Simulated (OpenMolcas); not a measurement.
# Au3+: ligand-field states by method

Au3+ with its 6 nearest fluoride ions at 2.166 Å, on the Y site of Cs2NaYF6 (a = 9.075 Å, distance in the model lattice 2.178 Å). The rest of the host is ab initio model potentials to 7.6 Å, with orthogonalisation functions on the cations behind the ligands, and point charges beyond; the distance is set by hand and nothing relaxes. Ligand basis ANO-RCC-VDZP.
```
Au    0.0000    0.0000    0.0000
F     2.1660    0.0000    0.0000
F     0.0000    2.1660    0.0000
F    -2.1660    0.0000    0.0000
F     0.0000   -2.1660    0.0000
F     0.0000    0.0000    2.1660
F     0.0000    0.0000   -2.1660
```

* Program: OpenMolcas
* Basis: ANO-RCC-VTZP [8s7p5d3f1g]
* Scalar Hamiltonian: DKH2, point nucleus
* Active space: 8 electrons in 5 orbitals (5d)
* State averaging: 2S+1 = 3 even, 10 roots; 2S+1 = 1 even, 15 roots
* Spin-orbit coupling: RASSI with atomic mean-field integrals over the reference wave functions

I. CASSCF
II. SS-CASPT2, IPEA 0.25 Eh, imaginary shift 0.1 Eh (closed shells correlated: 5s 5p and the ligand valence shells)

Spin-free states (labels of O, the rotations of Oh) in cm-1, each column counted from its own energy of the first state listed:

```
State  Degeneracy      I     II
  3A2           1      0      0
   1E           2  11739   4960
  3T2           3  17573  21620
  1A1           1  21274  11820
  3T1           3  25107  26920
```

From I to II, I's first state of the same spin (3T2) moves from 17573 to 21620 cm-1, by about +4000 cm-1.

From I to II, I's first state of another spin (1E) moves from 11739 to 4960 cm-1, by about -6800 cm-1.

I: A least-squares ligand-field fit to the states below 45000 cm-1, each weighted by its degeneracy and with a free common offset, gives 10Dq = 17352 cm-1, B = 820 cm-1 and C = 2617 cm-1 (C/B = 3.19), with an rms deviation of 119 cm-1. The same method and metal basis give the free ion B = 937 cm-1 (fit to its terms below 60000 cm-1, rms deviation 6 cm-1), so the nephelauxetic ratio is β = 820 / 937 = 0.88; it hangs on how both fits weigh the states, and computed free-ion B values tend to be too large, so β mixes covalency with correlation.

χT at 300 K: I 1.64, II 1.54 cm3 K/mol.

The states above are spin-free; spin-orbit coupling is strong here and shifts and splits them by thousands of cm-1.

Roots that are degenerate in the reference are averaged as groups; the widest CASPT2 spread within a group is 1300 cm-1 (the 3-fold group of multiplicity 1 near 28300 cm-1 above the lowest state of its run, II). Shifts and gaps below about the spread of the groups concerned are not significant. Over all roots computed the reference weight is 0.67 to 0.70 in II; a low but even weight reflects the number of correlated electrons. Real 4d8 and 5d8 ions are as a rule square planar and diamagnetic. The least metal-like active orbital is 77 % on the metal (Löwdin) and no ligand orbital is active, so the numbers are rough. Ligand-to-metal charge-transfer states are missing. With no ligand orbital active B as a rule stays too high, so bands that hang on it stand too high and its fall with covalency is understated. Without dynamic correlation the repulsion within the d shell is too large (B by tens of per cent), so at a given field states of lower spin stand too high (holds for I). With metal d orbitals alone the field can be off either way by tens of per cent (holds for I). With one d shell and no ligand orbital active, 10Dq can be off by a tenth or more (holds for II). No measured value stands beside these numbers; the geometry was set by hand and not optimised.
